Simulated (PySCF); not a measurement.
**Solvent effects on NMR parameters**

Molfile (atoms numbered from 1):
```
C5H9NSi
     RDKit          3D

 16 16  0  0  0  0  0  0  0  0999 V2000
    2.8097    0.0534    0.6449 C   0  0  0  0  0  0  0  0  0  0  0  0
    1.8221   -0.1224   -0.0349 C   0  0  0  0  0  0  0  0  0  0  0  0
    0.6176   -0.3097   -0.8620 C   0  0  1  0  0  0  0  0  0  0  0  0
   -0.3951   -1.2559   -0.1868 C   0  0  0  0  0  0  0  0  0  0  0  0
   -1.1617   -0.4693    0.8842 C   0  0  0  0  0  0  0  0  0  0  0  0
   -1.3260    1.2448    0.1024 Si  0  0  0  0  0  4  0  0  0  0  0  0
   -0.1033    0.9312   -1.1042 N   0  0  0  0  0  0  0  0  0  0  0  0
    3.6851    0.2095    1.2479 H   0  0  0  0  0  0  0  0  0  0  0  0
    0.9405   -0.7592   -1.8193 H   0  0  0  0  0  0  0  0  0  0  0  0
   -1.0911   -1.5995   -0.9688 H   0  0  0  0  0  0  0  0  0  0  0  0
    0.1140   -2.1428    0.2199 H   0  0  0  0  0  0  0  0  0  0  0  0
   -2.1136   -0.9493    1.1533 H   0  0  0  0  0  0  0  0  0  0  0  0
   -0.5622   -0.3812    1.8052 H   0  0  0  0  0  0  0  0  0  0  0  0
   -1.0202    2.3670    1.0479 H   0  0  0  0  0  0  0  0  0  0  0  0
   -2.6624    1.5429   -0.5040 H   0  0  0  0  0  0  0  0  0  0  0  0
    0.4166    1.6417   -1.6042 H   0  0  0  0  0  0  0  0  0  0  0  0
  1  2  3  0
  2  3  1  0
  3  4  1  0
  4  5  1  0
  5  6  1  0
  6  7  1  0
  7  3  1  0
  1  8  1  0
  3  9  1  6
  4 10  1  0
  4 11  1  0
  5 12  1  0
  5 13  1  0
  6 14  1  0
  6 15  1  0
  7 16  1  0
M  END
```

GIAO PBE0/pcSseg-1 in PySCF on one PBE0-D3(BJ)/def2-SVP conformer, non-relativistic, equivalent nuclei averaged. Solvents enter as an IEF-PCM continuum (chloroform with ε = 4.7) around the gas-phase geometry. Shifts are referred to TMS computed in the same medium.

Gas phase, δ in ppm: C2 90.4, C1 76.8, C3 49.6, C4 35.1, C5 5.8, Si6 -20.3, H14 4.91, H15 4.75, H9 4.02, H8 2.14, H11 2.07, H10 1.78, H13 1.37, H12 0.85. Dipole moment 0.43 D.

Problem. How does each δ change in the continuum?

Solution. 
```tsv
atoms	environment	Δδ, chloroform
C2	alkyne carbon	+2.2
C1	terminal alkyne carbon	+0.7
C3	propargylic sp3 CH bonded to N	+0.4
C4	sp3 CH2 in a ring	+0.7
C5	sp3 CH2 bonded to Si	+0.7
Si6	silicon bonded to C, N, 2 H, in a 5-membered ring	+0.2
H14	hydrogen on a silicon bonded to C, N, in a 5-membered ring	-0.09
H15	hydrogen on a silicon bonded to C, N, in a 5-membered ring	-0.08
H9	hydrogen on a propargylic sp3 CH bonded to N	+0.10
H8	hydrogen on a terminal alkyne carbon	+0.29
H11	hydrogen on an sp3 CH2 in a ring	+0.02
H10	hydrogen on an sp3 CH2 in a ring	+0.07
H13	hydrogen on an sp3 CH2 bonded to Si	-0.02
H12	hydrogen on an sp3 CH2 bonded to Si	+0.12
```

Changes are relative to the gas phase. The dipole moment becomes 0.52 D in chloroform.

Problem. Which nuclei move most (in ppm), and what does the model miss?

Solution. C2 (alkyne carbon, +2.2 ppm) in chloroform. A continuum only polarises the solute; specific hydrogen bonds, the anisotropy of aromatic solvents and changes of geometry or conformer are outside it.
